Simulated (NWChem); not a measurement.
SiHF cation, doublet; SMILES of the neutral closed-shell parent F[SiH]

```xyz
3

Si     0.1389     0.5593     0.0000
H     -1.1837     1.3157     0.0000
F     -0.0302    -1.0030     0.0000
```
Atoms are numbered in this order, from 1.

Computed with NWChem. Spin-unrestricted. In the optimisation the excess spin sits in a' (Cs, its own frame). Coordinates come from a PBE0/def2-SVP, spin-unrestricted optimisation. This spin state was assumed; another may lie lower. No stability test was run on the SCF state. Principal shifts from the free-electron g value, in parts per thousand; spin-orbit coupling by linear response on scalar ZORA.

What does the run give for PBE0/x2c-SVPall, ZORA? Quantities: Δg1 (ppt); Δg2 (ppt); Δg3 (ppt); isotropic Δg (ppt).


| Property | Result |
|---|---|
| Δg1 (ppt) | -10.85 |
| Δg2 (ppt) | -0.12 |
| Δg3 (ppt) | 1.11 |
| isotropic Δg (ppt) | -3.29 |
